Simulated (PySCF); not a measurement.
## How exact exchange moves a shielding

Molecule: ethylidifluoroborane (SMILES CCB(F)F).

Atoms are numbered as in `[CH3:1][CH2:2][B:3]([F:4])[F:5]`. Each H is labelled by its parent atom.

GIAO shieldings (ppm, equivalent atoms averaged) in PySCF 2.14 on the PBE0-D3(BJ)/def2-SVP geometry, basis pcSseg-2, gas phase, non-relativistic:

| functional | exact exchange (%) | σ(C2) | σ(B3) | σ(F4/F5) |
| --- | --- | --- | --- | --- |
| BLYP | 0 | 166.6 | 61.8 | 232.9 |
| BP86 | 0 | 171.2 | 64.5 | 231.8 |
| PBE | 0 | 171.5 | 63.6 | 230.0 |
| B3LYP | 20 | 171.6 | 66.3 | 247.7 |
| mPW1PW91 | 25 | 176.4 | 69.3 | 250.4 |
| BHandHLYP | 50 | 177.6 | 73.1 | 267.7 |
| HF | 100 | 186.0 | 85.1 | 297.1 |

Problem. Fit each shielding as a line in the percentage of exact exchange.

Solution. σ(C2) = 169.9 + 0.16 x (rms 1.8 ppm); σ(B3) = 63.1 + 0.22 x (rms 1.0 ppm); σ(F4/F5) = 232.7 + 0.66 x (rms 1.7 ppm). The functionals also differ in their semilocal parts, which the line can't hold; Hartree–Fock has no correlation at all.

Problem. What does the line predict for PBE0 (25 %), and what does the run give?

Solution. σ(C2): 173.9 predicted, 177.1 computed; σ(B3): 68.6 predicted, 69.3 computed; σ(F4/F5): 249.2 predicted, 249.3 computed ppm.
